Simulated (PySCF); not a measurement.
## Cr (chromium, neutral): UHF calculation

Configuration: [Ar] 3d4 4s1 5s1, high-spin 7D determinant (an excited configuration). Calculation: PySCF 2.14, in dyall-av2z (16s12p7d2f, 101 functions); no relativity, point nucleus.

```json
{
 "Total energy": "-1043.174144 hartree",
 "One-electron energy": "-1431.3202 hartree",
 "Hartree (Coulomb) energy": "435.6243 hartree",
 "Exchange energy": "-47.4783 hartree",
 "Kinetic energy": "1043.15461 hartree",
 "⟨S²⟩": "12.0010",
 "⟨L²⟩": "6.015",
 "Sum of ⟨r⟩": "27.16 bohr",
 "Sum of ⟨r²⟩": "125.9 bohr²",
 "Traceless quadrupole moment −½Σ⟨3z² − r²⟩ along its main axis": "-0.286 e·bohr²",
 "Density at the nucleus (Gaussians lack the cusp)": "9200 bohr⁻³",
 "Spin density at the nucleus": "3.42 bohr⁻³",
 "Langevin diamagnetic susceptibility": "-99.7 ×10⁻⁶ cm³/mol"
}
```

| shell | electrons | mean orbital energy (hartree) | spread (hartree) | rms radius, mean of both spins (bohr) |
| --- | --- | --- | --- | --- |
| 1s α | 1 | -220.75427 | 0 | 0.0743 |
| 1s β | 1 | -220.75231 | 0 | 0.0743 |
| 2s α | 1 | -26.64706 | 0 | 0.319 |
| 2s β | 1 | -26.54879 | 0 | 0.319 |
| 2p α | 3 | -22.57106 | 0.00128 | 0.288 |
| 2p β | 3 | -22.47869 | 0.02823 | 0.288 |
| 3s α | 1 | -3.81452 | 0 | 0.972 |
| 3s β | 1 | -3.49684 | 0 | 0.972 |
| 3p α | 3 | -2.59560 | 0.04700 | 1.05 |
| 3p β | 3 | -2.21883 | 0.07206 | 1.05 |
| 3d α | 4 | -0.73242 | 0.06201 | 1.37 |
| 4s α | 1 | -0.40712 | 0 | 3.21 |
| 5s α | 1 | -0.08496 | 0 | 9.95 |

The outer electron is Rydberg-like, and this basis confines it to a smaller radius and binds it less than a complete one would.

Spin-orbit constants ζ (cm⁻¹) from the X2C one-electron operator on these orbitals (non-relativistic here): bare nucleus, nucleus screened by l(l+1)(2l+1)/3 electrons, and screened by the Breit-Pauli mean field of the electrons.

```
shell   bare  screened nucleus  mean field
   2p  47650             43680       41820
   3p   5491              5033        4782
   3d  474.4             276.7       243.8
```

To first order the Landé constant is A = 40.63 cm⁻¹, so the lowest level has J = 1 and lies 0.0403 eV below the centre of the term. This holds in LS coupling only.
